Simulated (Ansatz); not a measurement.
System: sum formula H4Si2OF, net charge 0, doublet state. It need not be the lowest isomer of its formula. 
Structure (B3LYP-D3(BJ)/def2-TZVP (Ansatz, a quantum-chemistry and plane-wave program) minimum search):
SMILES: F[SiH2]O[SiH2]
```xyz
8

Si     1.2187     0.2655    -0.2058
F      1.4754     0.2593     1.3737
O     -0.2893    -0.2452    -0.5132
Si    -1.9163    -0.2292    -0.2572
H      2.1695    -0.6745    -0.8197
H      1.3908     1.6532    -0.6700
H     -2.5474    -1.0126    -1.3516
H     -2.2113    -0.8456     1.0647
```
Charge 0, spin multiplicity 2.

Parts of the frozen-core correlation energy in cc-pV(D+d)Z (Ansatz, hartree). Frozen orbitals: 12; correlated occupied orbitals by spin: 13 and 12; virtual: 69 and 70. Open shells are spin-unrestricted. No spin-orbit coupling. No relativistic terms.

```json
[
 {"term": "reference (HF)", "value": "-754.61889"},
 {"term": "MP2 opposite-spin", "value": "?"},
 {"term": "MP2 same-spin", "value": "?"},
 {"term": "CCSD correlation", "value": "-0.58299"},
 {"term": "(T)", "value": "?"},
 {"term": "T1 diagnostic", "value": "0.014"},
 {"term": "largest doubles amplitude", "value": "0.024"},
 {"term": "<S^2> of the reference", "value": "0.753"}
]
```

Problem. Some entries are withheld; supply them.

Solution. 
- MP2 opposite-spin, value: -0.41455
- MP2 same-spin, value: -0.13168
- (T), value: -0.01145
